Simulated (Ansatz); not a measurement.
Consider the redistribution: `[BH2][Zn][OH]` + `[NH2][Ta]([F])(=[S])[Cl]` → `[BH2][Zn][F]` + `[NH2][Ta]([OH])(=[S])[Cl]`.

Computed with Ansatz on PBE0-D4/def2-TZVP structures; ΔE is electronic, products minus reactants. CCSD(T)/CBS is the MP2 limit (def2-TZVPP, def2-QZVPP) plus CCSD(T) − MP2 in def2-TZVPP, frozen cores. DFT in def2-TZVPP. HSE06 is defined as in plane-wave codes. Elements past krypton have def2 core potentials. For Ta, Zn outer-core shells are correlated without core-valence functions, which leaves a few kJ/mol of doubt a bond. Scalar relativity is left out up to krypton. Each species was taken in one conformer, which may not be the lowest.

```json
{"level": "r2SCAN0-D4", "ΔE (kcal/mol)": "-3.6"}
{"level": "HSE06-D4", "ΔE (kcal/mol)": "-3.4"}
{"level": "BHLYP-D4", "ΔE (kcal/mol)": "-4.6"}
{"level": "ωB97X-V", "ΔE (kcal/mol)": "-3.5"}
{"level": "B2PLYP", "ΔE (kcal/mol)": "-3.0"}
{"level": "PBE", "ΔE (kcal/mol)": "-1.9"}
{"level": "CCSD/def2-SVP", "ΔE (kcal/mol)": "-6.0"}
{"level": "SCS-MP2/def2-QZVPP", "ΔE (kcal/mol)": "-3.8"}
```

Question: What does CCSD(T)/CBS give? (Estimate.)

Answer: The calculation gave: -4.0 kcal/mol. The listed levels differ from it by 0.4, 0.6, -0.6, 0.5, 1.0, 2.1, -2.0, 0.2 kcal/mol.

Question: What do rigid-rotor, harmonic-oscillator terms from PBE0-D4/def2-TZVP frequencies (298.15 K, 1 bar) make of the CCSD(T)/CBS value? (Estimate.)

Answer: Ansatz gave: ΔZPE = +0.1 kcal/mol, ΔH = -4.0 kcal/mol, ΔS = -11 J/(mol·K), ΔG = -3.2 kcal/mol.

Largest T1 diagnostic among the species: 0.020.

Leaving LDA and LC-ωPBE aside and taking each functional with its dispersion term where it has one, the values, not all of them listed here, spread over 2.5 kcal/mol, from BHLYP-D4 to PBE-D4. From BLYP to BHLYP (50 % exact exchange), in def2-TZVPP and without D4, ΔE moves by −2.2 kcal/mol. At CCSD(T), def2-SVP lies −1.6 kcal/mol from the extrapolated value and def2-TZVPP +0.7 kcal/mol.
